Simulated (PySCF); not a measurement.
## Electron correlation in Mo⁻ (molybdenum, charge -1)

[Kr] 4d5 5s2, high-spin 6S determinant. All numbers are calculated (PySCF 2.14, a scalar-relativistic core potential, in def2-TZVPPD with the def2 core potential (28 electrons) (6s4p3d2f1g, 56 functions)). Frozen: 4s2 4p6; 7 electrons correlated.

```json
{"level": "CCSD", "correlation energy (mhartree)": "-125.44"}
{"level": "(T)", "correlation energy (mhartree)": "-6.45"}
{"level": "CCSD(T)", "correlation energy (mhartree)": "-131.89"}
```

Diagnostics: T1 = 0.034, D1 = 0.1193, largest double amplitude 0.109.

T1 exceeds 0.03, a sign that the reference determinant is poor.

Cost of the coupled-cluster step: about 4 core-seconds, for 7 correlated electrons.

Iterations:

```
CC2 = 0
CCSD nocc = (np.int64(6), np.int64(1)), nmo = (52, 52)
frozen orbitals [[0, 1, 2, 3], [0, 1, 2, 3]]
max_cycle = 100
direct = 0
conv_tol = 1e-08
conv_tol_normt = 1e-06
diis_space = 8
diis_start_cycle = 0
Init t2, MP2 energy = -0.110233976808972
Init E_corr(UCCSD) = -0.110233976809642
cycle = 1  E_corr(UCCSD) = -0.118742549757593  dE = -0.00850857295  norm(t1,t2) = 0.0892573
cycle = 2  E_corr(UCCSD) = -0.122318205673769  dE = -0.00357565592  norm(t1,t2) = 0.0392857
cycle = 3  E_corr(UCCSD) = -0.125207536344152  dE = -0.00288933067  norm(t1,t2) = 0.022374
cycle = 4  E_corr(UCCSD) = -0.125363378297616  dE = -0.000155841953  norm(t1,t2) = 0.00449818
cycle = 5  E_corr(UCCSD) = -0.125411607123738  dE = -4.82288261e-05  norm(t1,t2) = 0.00256933
cycle = 6  E_corr(UCCSD) = -0.125446817996052  dE = -3.52108723e-05  norm(t1,t2) = 0.00102565
cycle = 7  E_corr(UCCSD) = -0.125428715134563  dE = 1.81028615e-05  norm(t1,t2) = 0.000415597
cycle = 8  E_corr(UCCSD) = -0.125444265147098  dE = -1.55500125e-05  norm(t1,t2) = 0.000100547
cycle = 9  E_corr(UCCSD) = -0.12543992351944  dE = 4.34162766e-06  norm(t1,t2) = 3.17059e-05
cycle = 10  E_corr(UCCSD) = -0.125440352131773  dE = -4.28612333e-07  norm(t1,t2) = 5.09144e-06
cycle = 11  E_corr(UCCSD) = -0.125440319773423  dE = 3.23583495e-08  norm(t1,t2) = 1.03017e-06
cycle = 12  E_corr(UCCSD) = -0.125440310737177  dE = 9.03624642e-09  norm(t1,t2) = 3.16486e-07
UCCSD converged
E(UCCSD) = -67.66171818546772  E_corr = -0.1254403107371767
UCCSD(T) correction = -0.00645235458014626
```
